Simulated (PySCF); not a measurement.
Si(H)(Cl)(Br)(NH2) (BrClH₃NSi), SMILES N[SiH](Cl)Br. Atoms are numbered in the order given.

```xyz
7

Si     0.3249    -0.6462     0.5226
N      1.9972    -0.8202     0.2168
Cl    -0.9024    -1.9235    -0.5751
Br    -0.2319     1.4430    -0.0260
H      0.0419    -0.9057     1.9486
H      2.4900    -1.6439     0.5515
H      2.3987    -0.4671    -0.6470
```
Charge 0, spin multiplicity 1.

The structure is a stationary point at B3LYP-D3(BJ)/def2-SVP. This is a generated structure with no PubChem entry under its InChIKey; it may be hypothetical. One conformer was computed; it need not be the lowest.

Level of theory: PySCF with PBE/def2-TZVP.

Atomic charges (e):

```csv
atom,Löwdin,IAO
Si1,?,0.95
N2,-0.24,-0.84
Cl3,?,-0.32
Br4,0.19,-0.24
H5,-0.03,-0.12
H6,?,0.28
H7,?,0.28
```

Q: Fill in the missing entries. (An estimate is asked for; the answer gives what the named calculation found.)

A: 
- Si1, Löwdin: -0.45
- Cl3, Löwdin: 0.21
- H6, Löwdin: 0.17
- H7, Löwdin: 0.17

Computed Mayer and Wiberg (Löwdin basis) orders of the bonds:
```tsv
bond	Mayer	Wiberg
Si1–N2	1.25	1.62
Si1–Cl3	1.17	1.81
Si1–Br4	1.15	1.77
Si1–H5	0.92	0.91
N2–H6	0.91	0.94
N2–H7	0.91	0.94
```
